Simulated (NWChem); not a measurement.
TiNH$_{2}$Cl$_{3}$; SMILES [NH2][Ti]([Cl])([Cl])[Cl]

```xyz
7

Ti     0.0148     0.0192    -0.1918
Cl     0.3976     2.0429     0.5056
Cl     1.5089    -1.4327     0.4570
Cl    -1.9637    -0.6853     0.4171
N      0.0699     0.0901    -2.0103
H      0.0851     0.9537    -2.5498
H      0.0721    -0.7309    -2.6137
```
Atoms are numbered in this order, from 1.

Computed with NWChem. Pople sets run with spherical d functions. The geometry was optimised at PBE0/def2-SVP. Not confirmed as a minimum by frequencies.

Q: Predict the results for Hartree-Fock/6-31G*. Quantities: highest occupied level (eV); orbital gap (eV); dipole (D).

A: 
```json
{
  "highest occupied level (eV)": "-11.92",
  "orbital gap (eV)": "12.60",
  "dipole (D)": "3.67"
}
```
